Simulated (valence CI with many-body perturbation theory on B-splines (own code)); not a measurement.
Results of a calculation; reference values are marked as such.
**Sb36+: input, log and results**

Level of theory: relativistic CI+MBPT: five valence electrons over a frozen Dirac-Fock core [Ne], radial functions for each j: 11 s, 11 p, 10 d, 8 f, 5 g, 2 h, with the one-electron correlation potential Σ1 (screened to all orders), the two-electron term Σ2, the three-electron term Σ3, Breit, model QED; selected single and double excitations, second order for the rest, scaled by the run's own slope (own B-spline code, finite nucleus).

Command, and the settings that its task file holds:

```sh
python run_cv.py task.json out
```

```
atom Sb  Z=51  mass_number=121  rms_radius_fm=4.6802
core [Ne]
valence 3s2 3p3
avg = 1
basis = M
breit = 1
cap = 32000
capref = 2000
cscale = 1
de = 0.0
dress = 0
eps = 2e-08
extrap = 1
h = 0.27
hh = 1
l2 = 3
lcore = 6
maxit = 60
n2 = 5
natural = 1
nlev = 150
nno = [5, 5, 5, 4, 2, 1]
nroot = 36
nsp = [6, 6, 5, 4, 3, 1]
pt2 = 1
qed = 1
rpa = 1
s1 = 1
s2 = 1
s3 = 1
screen = 1
tol = 2e-05
whole = 1
```

It took 3.9 min on 1 thread of Arm Neoverse V1 (shared host).

Log. The first blocks belong to the next ion, which gives the ionisation energy. Fields: 2J, parity (1 odd), roots, reference size, generating configurations, candidates as configurations/state functions, variational space P, stored matrix elements, Davidson steps; e2 is the range of second-order energies in hartree. The first line gives the box (bohr), its intervals, the orbitals and the steps of their self-consistent field. Window is the range of levels sought, series limit the energy at which the first omitted orbital would enter, core excitation an estimate of the first excitation out of the core, left out the lowest levels not solved, and shifts from estimates the range by which levels moved from their first estimate, all in cm⁻¹.

```
rmax 5.1 intervals 59 orbitals 83 references ['3s2 3p3', '3s 3p4', '3s2 3p2 3d', '3p5', '3s 3p3 3d'] scf 4 t 1.1
2J=0 par=0 roots 2 ref 24 generators 8 cand 2260/3175 P 2280/3199 nnz 1.3e+06 it 5
2J=0 par=0 roots 2 ref 24 generators 10 cand 3885/6152 P 6165/9351 nnz 6.4e+06 it 5
   second order: generators 18 cand 26010/49442 e2 -0.00005 -0.00004
reference levels 1276, estimated 456, window 3695210 1/cm; series limit 16528587, core excitation 29673407
2J=3 par=1 roots 33 ref 145 generators 33 cand 738/3246 P 1426/6397 nnz 4.5e+06 it 9
2J=3 par=1 roots 33 ref 145 generators 35 cand 4191/25579 P 5617/31976 nnz 6.7e+07 it 10
   second order: generators 57 cand 91146/1357148 e2 -0.01362 -0.00546
2J=5 par=1 roots 32 ref 153 generators 29 cand 639/3420 P 1177/6308 nnz 5e+06 it 11
2J=5 par=1 roots 32 ref 153 generators 34 cand 3641/25566 P 4818/31874 nnz 7.1e+07 it 11
   second order: generators 58 cand 99029/1967818 e2 -0.03256 -0.00914
2J=1 par=1 roots 22 ref 88 generators 30 cand 1146/3798 P 1985/6364 nnz 3.8e+06 it 9
2J=1 par=1 roots 22 ref 88 generators 33 cand 6172/25493 P 8157/31857 nnz 5.5e+07 it 9
   second order: generators 55 cand 78417/677410 e2 -0.00798 -0.00395
2J=3 par=0 roots 17 ref 135 generators 28 cand 560/1979 P 1485/7009 nnz 5.1e+06 it 9
2J=3 par=0 roots 17 ref 135 generators 37 cand 4161/24777 P 5646/31786 nnz 6.6e+07 it 10
   second order: generators 54 cand 91090/1402796 e2 -0.01817 -0.00545
2J=5 par=0 roots 16 ref 147 generators 25 cand 575/2007 P 1378/7135 nnz 5.9e+06 it 8
2J=5 par=0 roots 16 ref 147 generators 34 cand 3733/24698 P 5111/31833 nnz 7e+07 it 10
   second order: generators 53 cand 90008/1709667 e2 -0.02142 -0.00640
2J=1 par=0 roots 12 ref 84 generators 25 cand 1277/3317 P 2121/6396 nnz 3.8e+06 it 8
2J=1 par=0 roots 12 ref 84 generators 35 cand 6223/25517 P 8344/31913 nnz 5.6e+07 it 11
   second order: generators 48 cand 74192/626407 e2 -0.01052 -0.00207
2J=7 par=0 roots 9 ref 118 generators 19 cand 718/2498 P 1295/6390 nnz 5e+06 it 10
2J=7 par=0 roots 9 ref 118 generators 28 cand 3794/25339 P 5089/31729 nnz 6.9e+07 it 12
   second order: generators 46 cand 87586/1779406 e2 -0.01758 -0.00695
2J=9 par=0 roots 5 ref 80 generators 12 cand 1091/3959 P 1564/6477 nnz 4.9e+06 it 10
2J=9 par=0 roots 5 ref 80 generators 22 cand 3891/25277 P 5455/31754 nnz 7.2e+07 it 11
   second order: generators 35 cand 76937/1487553 e2 -0.01285 -0.00648
2J=7 par=1 roots 24 ref 129 generators 26 cand 766/3897 P 1241/6367 nnz 5.3e+06 it 8
...
2J=11 par=1 roots 4 ref 43 generators 17 cand 4399/25375 P 6439/31949 nnz 6.2e+07 it 10
   second order: generators 29 cand 72053/1376531 e2 -0.01475 -0.00663
2J=11 par=0 roots 1 ref 37 generators 4 cand 804/4112 P 1373/6504 nnz 4.7e+06 it 4
2J=11 par=0 roots 1 ref 37 generators 5 cand 3589/26280 P 4962/32784 nnz 8.1e+07 it 6
   second order: generators 8 cand 25938/388070 e2 -0.00426 -0.00426
2J=13 par=0 roots 1 ref 15 generators 4 cand 1128/3802 P 1983/6323 nnz 4.4e+06 it 4
2J=13 par=0 roots 1 ref 15 generators 7 cand 3861/26418 P 5844/32741 nnz 7.8e+07 it 5
   second order: generators 9 cand 23352/280150 e2 -0.00295 -0.00295
left out: unestimated 5253811, estimated 3915150, shifts from estimates -25 to 426
operators 1.0
```

The Davidson iterations converged.

The last digits are not significant, and no measured levels were compared; by estimate large intervals hold to a few tenths of a per cent, small ones and those within an open d or f shell to about a per cent. Among the levels kept, up to 4300 cm⁻¹ of a level comes from second order outside the variational space, and about a tenth of that is noise between levels of different J, which matters for small intervals.

| Property | Result |
| --- | --- |
| Valence energy | -491.4746 hartree |
| Ionisation energy | 2429.9 eV (NIST: 2428 ± 5 eV (theoretical)) |
| Reference configurations for the orbitals | 3s2 3p3, 3s 3p4, 3s2 3p2 3d, 3p5, 3s 3p3 3d |
| Radial orbitals | 83 |
| Box radius | 5.093 bohr |
| Largest variational space | 32784 |
| Lowest levels | (3s^2 3p1/2^2 3p3/2) J=3/2 0.00, (3s^2 3p1/2 3p3/2^2) J=3/2 53.08, (3s^2 3p1/2 3p3/2^2) J=5/2 60.63, (3s^2 3p1/2 3p3/2^2) J=1/2 69.94, (3s^2 3p3/2^3) J=3/2 123.92, (3s^2 3p1/2^2 3d3/2) J=3/2 139.98, (3s 3p1/2^2 3p3/2^2) J=5/2 145.88, (3s^2 3p1/2^2 3d5/2) J=5/2 165.58, (3s 3p1/2^2 3p3/2^2) J=1/2 169.09, (3s 3p1/2^2 3p3/2^2) J=3/2 170.75, (3s^2 3p1/2 3p3/2 3d3/2) J=5/2 [a] 193.37, (3s^2 3p1/2 3p3/2 3d3/2) J=3/2 [a] 193.66, (3s^2 3p1/2 3p3/2 3d3/2) J=1/2 [a] 194.51, (3s^2 3p1/2 3p3/2 3d3/2) J=7/2 200.38 eV |

Levels are named by their leading jj configuration (3d3/2^4 stands for four electrons in 3d with j = 3/2), which in mixed levels can hold well under half, so a name can repeat and another be missing. Letters in brackets count levels of one name in rising energy.
